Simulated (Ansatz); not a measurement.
Reaction (ligand exchange at the Si–C bond): `C[SiH2]C(F)BF` + `C#CSS` → `C#CSS[SiH2]C` + `FBCF`

Program: Ansatz. Geometries: PBE0-D4/def2-TZVP. ΔE: electronic, gas phase. CCSD(T)/CBS adds triple-zeta CCSD(T) − MP2 to the extrapolated MP2 energy (def2 sets, frozen cores). Functionals use def2-TZVPP. One conformer a species, not always the lowest.

Task: Is it downhill or uphill in electronic energy at CCSD(T)/CBS, and by how much? (An estimate is asked.)

Result: Computed: Downhill: ΔE = -16.9 kcal/mol.

Task: What do these levels give: r2SCAN-D4, PBE0, HF/def2-TZVPP, SCS-MP2/def2-TZVPP, MP2/CBS(def2), CCSD/CBS(def2)? (Estimate.)

Result: Ansatz gave: r2SCAN-D4 -16.3, PBE0 -16.3, HF/def2-TZVPP -17.0, SCS-MP2/def2-TZVPP -17.3, MP2/CBS(def2) -18.7, CCSD/CBS(def2) -16.6 kcal/mol.

Largest T1 diagnostic among the species: 0.014.

The D4 term adds −0.8 kcal/mol with B3LYP and −0.5 kcal/mol with PBE0; it sums over pairs of atoms, weighted by their polarisabilities, and B3LYP, whose exchange is more repulsive, gets the larger term.

B3LYP here is the variant with VWN-RPA as its local correlation; programs differ in this.
